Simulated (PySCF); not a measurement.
## UHF on Te (tellurium, neutral)

Configuration: [Kr] 4d10 5s2 5p4, high-spin 3P determinant. Computed with PySCF 2.14 in def2-TZVP with the def2 core potential (28 electrons) (6s5p3d2f, 50 functions), with a scalar-relativistic core potential.

```json
{
 "Total energy": "-267.005554 hartree",
 "One-electron energy": "-466.7169 hartree",
 "Hartree (Coulomb) energy": "219.4980 hartree",
 "Exchange energy": "-19.7867 hartree",
 "⟨S²⟩": "2.0114",
 "⟨L²⟩": "2.045",
 "Sum of ⟨r⟩": "31.27 bohr",
 "Sum of ⟨r²⟩": "60.03 bohr²",
 "Traceless quadrupole moment −½Σ⟨3z² − r²⟩ along its main axis": "-3.47 e·bohr²",
 "Time after the integrals": "0.22 s of wall time on 1 thread of Neoverse-V1 (shared host)"
}
```

```json
{"shell": "4s α", "electrons": "1", "mean orbital energy (eV)": "-194.19", "spread (eV)": "0", "rms radius, mean of both spins (bohr)": "0.820"}
{"shell": "4s β", "electrons": "1", "mean orbital energy (eV)": "-193.87", "spread (eV)": "0", "rms radius, mean of both spins (bohr)": "0.820"}
{"shell": "4p α", "electrons": "3", "mean orbital energy (eV)": "-138.83", "spread (eV)": "0.526", "rms radius, mean of both spins (bohr)": "0.882"}
{"shell": "4p β", "electrons": "3", "mean orbital energy (eV)": "-138.51", "spread (eV)": "0.076", "rms radius, mean of both spins (bohr)": "0.882"}
{"shell": "4d α", "electrons": "5", "mean orbital energy (eV)": "-53.230", "spread (eV)": "0.571", "rms radius, mean of both spins (bohr)": "1.04"}
{"shell": "4d β", "electrons": "5", "mean orbital energy (eV)": "-52.957", "spread (eV)": "0.301", "rms radius, mean of both spins (bohr)": "1.04"}
{"shell": "5s α", "electrons": "1", "mean orbital energy (eV)": "-22.606", "spread (eV)": "0", "rms radius, mean of both spins (bohr)": "2.28"}
{"shell": "5s β", "electrons": "1", "mean orbital energy (eV)": "-18.109", "spread (eV)": "0", "rms radius, mean of both spins (bohr)": "2.28"}
{"shell": "5p α", "electrons": "3", "mean orbital energy (eV)": "-10.323", "spread (eV)": "1.506", "rms radius, mean of both spins (bohr)": "2.86"}
{"shell": "5p β", "electrons": "1", "mean orbital energy (eV)": "-8.462", "spread (eV)": "0", "rms radius, mean of both spins (bohr)": "2.86"}
```

Energies and moments cover only the electrons outside the core potential.
